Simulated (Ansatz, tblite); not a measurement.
Removing and adding an electron: the cluster Si₄Cl₂ (the lowest singlet isomer of a short search). Charge 0, multiplicity 1. Geometry: B3LYP-D4/def2-SVP. Ansatz, gas phase; energy differences of separate SCF runs; the oxidised species was run as a doublet alone; the reduced species was run as a doublet alone.

Cartesian coordinates in Å:
```
Si -0.672 1.007 -0.525
Si 0.671 -1.010 0.522
Si 1.215 0.080 -1.628
Si -1.210 -0.079 1.630
Cl 1.562 1.903 -0.047
Cl -1.566 -1.901 0.048
```

The xTB rows come from tblite. B3LYP takes the VWN-RPA correlation. The structure comes from a short search, and lower isomers may exist.

```tsv
level	−HOMO (eV)	vertical IE (eV)	−LUMO (eV)	vertical EA (eV)	HOMO–LUMO gap (eV)	IE − EA (eV)	remarks
PBE-D4/def2-TZVPD	5.63	–	3.66	1.58	1.97	–	HOMO above zero (-1 doublet), restricted SCF unstable in HF (singlet)
B3LYP-D4/def2-TZVP	6.30	8.12	3.06	–	3.24	–	restricted SCF unstable in HF (singlet)
B3LYP-D4/def2-TZVPD	6.33	–	3.10	1.54	3.23	–	HOMO above zero (-1 doublet), restricted SCF unstable in HF (singlet)
PBE0-D4/def2-TZVP	6.52	8.13	2.98	–	3.53	–	restricted SCF unstable in HF (singlet)
```

**Question.** Estimate the rows for GFN1-xTB, GFN2-xTB, PBE-D4/def2-TZVP, PBE0-D4/def2-TZVPD.

**Answer.** 
```
             level  −HOMO (eV)  vertical IE (eV)  −LUMO (eV)  vertical EA (eV)  HOMO–LUMO gap (eV)  IE − EA (eV)                                  remarks
          GFN1-xTB        8.78             10.74        7.70              5.75                1.08          4.99                                        –
          GFN2-xTB        7.83             10.44        7.03              4.43                0.80          6.01                                        –
  PBE-D4/def2-TZVP        5.59              7.96        3.61                 –                1.98             –                                        –
PBE0-D4/def2-TZVPD        6.53                 –        3.01              1.58                3.52             –  restricted SCF unstable in HF (singlet)
```

   A HOMO above zero means that the electron is unbound at that level or that self-interaction error raises the level; the energy of removing that electron tells which. Raw xTB energy differences between charge states are shifted by several eV; the methods need an empirical correction for them.
